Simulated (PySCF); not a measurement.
# Excitation energy of Sc by level of theory

Sc [Ar] 3d1 4s2 (2D) → Sc [Ar] 3d3 (4F), as a difference of total energies. Computed with PySCF 2.14 in aug-cc-pwCVTZ-DK (10s9p7d4f3g, 127 functions), with scalar relativity by spin-free X2C-1e. Correlated levels: valence: [Ar] frozen; valence and next inner shell: [Ne] frozen; nothing frozen. The calculations carry no spin-orbit coupling.

```tsv
method	excitation energy (eV)
UHF	4.681
LDA	3.069
PBE	3.019
PBE0	3.379
wB97M-V	3.777
MN15	4.050
revPBE	2.986
MP2 (valence)	4.668
SCS-MP2 (valence)	5.309
MP2 (valence and next inner shell)	4.193
SCS-MP2 (valence and next inner shell)	4.874
MP2 (all electrons)	4.195
SCS-MP2 (all electrons)	4.878
```

Q: How much does correlation contribute at MP2 (all electrons)?

A: 4.195 − (4.681) = -0.486 eV, measured against UHF.
